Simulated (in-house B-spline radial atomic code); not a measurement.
## Ionising Ge5+ with different functionals

Computed with a B-spline radial code for spherical atoms: non-relativistic Hamiltonian, point nucleus, spin-polarised at highest spin, spherical fractional occupations for the functionals, and exact exchange of hybrids averaged over the configuration. The ionisation energy is the difference of two self-consistent energies, [Ar] 3d9 → [Ar] 3d8, without Breit or QED terms; ε is the level of the shell that loses the electron (its least bound occupied spin orbital). There is no spin-orbit coupling in this Hamiltonian.

| method | rung | ΔSCF (eV) | -ε(3d) (eV) |
| --- | --- | --- | --- |
| PBE0 | global hybrid | 117.73 | 108.35 |
| B3LYP | global hybrid | 117.90 | 107.66 |
| TPSSh | global hybrid | ? | ? |
| M06-2X | global hybrid | 117.40 | 113.00 |
| BHandHLYP | global hybrid | 117.44 | 112.39 |
| r2SCAN0 | global hybrid | 117.92 | 108.65 |
| B97-1 | global hybrid | 117.76 | 107.68 |
| HSE06 | range-separated hybrid | 117.67 | 107.87 |
| wB97X | range-separated hybrid | 117.43 | 110.21 |
| CAM-B3LYP | range-separated hybrid | ? | ? |
| LC-wPBE | range-separated hybrid | 117.89 | 109.98 |

(1) What does TPSSh give?

(2) What does CAM-B3LYP give?

(3) Among the functionals, which spreads more, the ΔSCF values or the orbital energies?

(4) How do they compare with the NIST value?

Results:

(1) ΔSCF 117.71 eV, and -ε(3d) = 105.76 eV.

(2) ΔSCF 117.85 eV, and -ε(3d) = 109.68 eV.

(3) The orbital energies: ΔSCF values span about 0.52 eV and the orbital energies 7.24 eV; here energy differences depend much less on the functional than eigenvalues do.

(4) NIST lists 115.9 eV ± 0.12 (semi-empirical, ground level to ground level). Errors run from +1.50 to +2.02 eV. The correlated functionals all miss on the same side by more than they spread, so the cause is common to them (relativity, Breit-QED terms, multiplet and fine-structure energies, or a listed next ion that isn't the cheapest removal here) and closeness doesn't rank the functionals.
